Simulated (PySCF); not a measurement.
Can point charges reproduce the dipole moment of `[SiH3]OC=C1C=CC=C1`?

Coordinates (GFN2-xTB, Å) and charges (e) from the PBE0/pcSseg-1 density (PySCF):

| atom | x | y | z | Mulliken | IAO | Hirshfeld | ESP-fitted |
| --- | --- | --- | --- | --- | --- | --- | --- |
| Si1 | 2.816 | -0.411 | -0.160 | +0.6756 | +0.8654 | +0.4058 | +0.6191 |
| O2 | 1.843 | 0.679 | -0.893 | -0.5885 | -0.5502 | -0.1729 | -0.3414 |
| C3 | 0.559 | 0.997 | -0.934 | +0.4196 | +0.1231 | +0.0777 | +0.0757 |
| C4 | -0.473 | 0.434 | -0.278 | -0.3445 | -0.0745 | -0.0436 | +0.1515 |
| C5 | -1.853 | 0.880 | -0.414 | -0.0515 | -0.1857 | -0.0765 | -0.4759 |
| C6 | -2.625 | 0.106 | 0.374 | -0.0855 | -0.1793 | -0.0706 | -0.0138 |
| C7 | -1.783 | -0.861 | 1.045 | -0.0753 | -0.1625 | -0.0619 | -0.2131 |
| C8 | -0.503 | -0.674 | 0.662 | -0.0764 | -0.2052 | -0.0860 | -0.2553 |
| H9 | 2.436 | -1.770 | -0.542 | -0.0903 | -0.1332 | -0.0691 | -0.1062 |
| H10 | 4.083 | 0.012 | -0.738 | -0.0887 | -0.1211 | -0.0716 | -0.1168 |
| H11 | 2.765 | -0.248 | 1.292 | -0.0907 | -0.1334 | -0.0690 | -0.1052 |
| H12 | 0.368 | 1.833 | -1.604 | +0.1001 | +0.1618 | +0.0604 | +0.1313 |
| H13 | -2.161 | 1.692 | -1.045 | +0.0612 | +0.1498 | +0.0453 | +0.2116 |
| H14 | -3.690 | 0.171 | 0.504 | +0.0751 | +0.1523 | +0.0473 | +0.1251 |
| H15 | -2.145 | -1.601 | 1.736 | +0.0735 | +0.1524 | +0.0487 | +0.1659 |
| H16 | 0.356 | -1.231 | 0.983 | +0.0863 | +0.1402 | +0.0358 | +0.1476 |

Question: What dipole does each set of charges give (1 e·Å = 4.803 D), and what does the density give?

Answer: The full density gives (1.50, -0.11, -0.18) D, 1.51 D in size; dipole vectors point from the negative to the positive end.

| scheme | μx | μy | μz | size (D) | share of the full size (%) | angle to the full dipole (°) |
| --- | --- | --- | --- | --- | --- | --- |
| Mulliken | 1.81 | -0.43 | 0.02 | 1.86 | 123 | 12 |
| IAO | 2.13 | -0.56 | 0.07 | 2.21 | 146 | 14 |
| Hirshfeld | 1.80 | 0.11 | -0.42 | 1.86 | 123 | 10 |
| ESP-fitted | 1.50 | -0.12 | -0.17 | 1.51 | 100 | 1 |

Question: Which set comes closest?

Answer: Length of the difference vector: ESP-fitted 0.02 D, Hirshfeld 0.44 D, Mulliken 0.49 D, IAO 0.82 D. Closest: ESP-fitted. ESP charges are fitted to the potential around the molecule, whose slowest-falling term is the dipole's. The schemes that divide the density aren't constrained to reproduce the dipole.

Question: What is left for the Hirshfeld atoms' own dipoles?

Answer: The shares of the density sum to the whole, so what Σ q r misses lies in dipoles about the nuclei. The atomic dipoles sum to (1.50, -0.11, -0.18) − (1.80, 0.11, -0.42) = (-0.30, -0.22, 0.24) D, 0.44 D in size.

Question: With the origin at the mean of the coordinates, (0.000, 0.001, -0.001) Å, which are the largest single terms, by size, of the ESP-fitted dipole along the direction of the full one?

Answer: Si1 +8.44, C5 +4.22, O2 -3.09, H10 -2.32, H14 -2.24 D; all 16 atoms together +1.51 D. The single terms depend on the origin, their sum doesn't.

Question: Give the size of the full dipole in other units.

Answer: 1.51 D = 0.595 au = 0.315 e·Å = 5.04 × 10⁻³⁰ C·m.

One conformer (not necessarily the lowest) at the GFN2-xTB geometry, without solvent, vibrations or thermal averaging.

These values come from a run that also computed NMR shieldings. On one thread of an Arm Neoverse N1, no GPU, shared host with 64 logical CPUs at a one-minute load of 41, this took 58 s (with the writing of density and orbital grids) and 0.84 GiB of memory at its peak.

Conformer computed: `[SiH3:1][O:2][CH:3]=[C:4]1[CH:5]=[CH:6][CH:7]=[CH:8]1`: Si1–O2–C3–C4 1°.
